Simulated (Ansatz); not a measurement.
Isolated molecules relaxed with PBE0-D4/def2-TZVP in Ansatz; ΔE leaves out vibrations. CCSD(T)/CBS adds triple-zeta CCSD(T) − MP2 to the extrapolated MP2 energy (def2 sets, frozen cores). This one scheme is used for every species. DFT in def2-TZVPP. For Ge outer-core shells are correlated without core-valence functions, which leaves a few kJ/mol of doubt a bond. Scalar relativity is left out up to krypton. Each species was taken in one conformer, which may not be the lowest.

`C[SiH](N)[GeH2][NH2]` + `N[SiH](O)F` → `[NH2][GeH2][O][SiH](N)F` + `C[SiH2]N`  (cleavage of the Ge–Si bond)

Task: Is it downhill or uphill in electronic energy at CCSD(T)/CBS, and by how much? (Estimate.)

Result: Computed: Downhill: ΔE = -49.5 kJ/mol.

Task: What do these levels give: ωB97M-V, B2PLYP, PBE, HF/def2-TZVPP, SCS-MP2/def2-QZVPP, HF/CBS(def2)? (Best estimate.)

Result: The calculation gave: ωB97M-V -51.9, B2PLYP -54.8, PBE -32.6, HF/def2-TZVPP -77.5, SCS-MP2/def2-QZVPP -61.0, HF/CBS(def2) -79.7 kJ/mol.

Largest T1 diagnostic among the species: 0.012.

In def2-TZVPP, CCSD(T) changes the Hartree–Fock value by +23.1 kJ/mol (the triples alone add +1.8 kJ/mol) and MP2 by +21.1 kJ/mol. From PBE to PBE0 (25 % exact exchange), in def2-TZVPP and without D4, ΔE moves by −5.5 kJ/mol.
